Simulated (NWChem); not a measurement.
Molecule: CH3BeBr; SMILES [Br][Be][CH3]

```xyz
6

Be    -0.0001    -1.1201     0.0006
Br     0.0008     0.8507     0.0002
C     -0.0004    -2.7975    -0.0010
H     -0.7614    -3.2066    -0.6791
H     -0.2064    -3.2097     0.9959
H      0.9667    -3.2072    -0.3223
```
Atoms are numbered in this order, from 1.

Computed with NWChem. All runs use the structure optimised with B3LYP/6-31G* (spherical d). GIAO values for the isolated, static molecule; σ is the absolute isotropic shielding, δ = σ(reference) − σ with the isolated reference molecule computed at the same levels (13C: tetramethylsilane, 1H: tetramethylsilane). Spin-orbit effects, on the heavy nuclei and on their neighbours, are missing.

**Question.** Estimate the computed values for LDA (Slater exchange, VWN5)/pcSseg-1. Quantities: σ Be1 (ppm); σ Br2 (ppm); δ C3 (ppm); δ H4 (ppm).

**Answer.** 
```yaml
"σ Be1 (ppm)": 79.9
"σ Br2 (ppm)": 2548.7
"δ C3 (ppm)": -16.0
"δ H4 (ppm)": -0.48
```
